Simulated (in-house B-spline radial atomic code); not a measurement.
**Excitations of the carbon ion C⁴⁺ by several methods**

Full response, energies in eV; labels give the largest channel, * marks a mixed state, a dash one above the method's threshold, and an imaginary frequency an unstable closed-shell reference. Computed with a B-spline radial code for spherical atoms: linear response of the closed shell 1s2 with each method's own kernel (bare exchange for TDHF, static screening on G0W0 levels for BSE, the adiabatic kernel for functionals); scalar-relativistic (spin-free one-electron X2C), finite nucleus, no spin-orbit coupling, no double excitations, S, P, D and F terms only.

| method | 1s → 2s 3S | 1s → 2s 1S | 1s → 2p 3P | α (bohr³) |
| --- | --- | --- | --- | --- |
| TDHF | 298.79 | 304.93 | 304.47 | 0.008921 |
| BSE on G0W0@HF | 298.80 | 304.78 | 304.24 | 0.008893 |
| LDA VWN5 | 284.59 | 289.03 | 290.71 | 0.009435 |
| PBE | ? | ? | ? | ? |
| PBE0 | 289.58 | 294.79 | 295.59 | 0.009172 |
| B3LYP (VWN-RPA) | 285.87 | 292.84 | 292.09 | 0.009191 |
| CAM-B3LYP | 285.26 | 292.13 | 291.67 | 0.009188 |
| LC-wPBE | 284.60 | 289.32 | 291.11 | 0.00927 |
| wB97X | 289.05 | 294.35 | 295.94 | 0.009095 |
| HSE06 | ? | ? | ? | ? |
| BHandHLYP | 288.90 | 296.88 | 295.07 | 0.00908 |
| BLYP | 282.41 | 289.63 | 288.74 | 0.00925 |
| PBEsol | 285.01 | 289.88 | 291.20 | 0.009333 |
| BP86 | 287.01 | 291.60 | 293.27 | 0.009221 |
| LDA exchange-only | 282.40 | 287.36 | 288.60 | 0.009478 |
| B97-1 | 289.09 | 294.67 | 295.57 | 0.009164 |
| RPBE | 286.11 | 291.07 | 292.31 | 0.009244 |
| OLYP | 281.49 | 288.80 | 288.16 | 0.009246 |

(1) What does HSE06 give?

(2) What does PBE give?

Answers

(1) 1s → 2s 3S: 289.68; 1s → 2s 1S: 294.91; 1s → 2p 3P: 295.66; α: 0.009172 (eV, bohr³).

(2) 1s → 2s 3S: 286.08; 1s → 2s 1S: 291.03; 1s → 2p 3P: 292.23; α: 0.009265 (eV, bohr³).
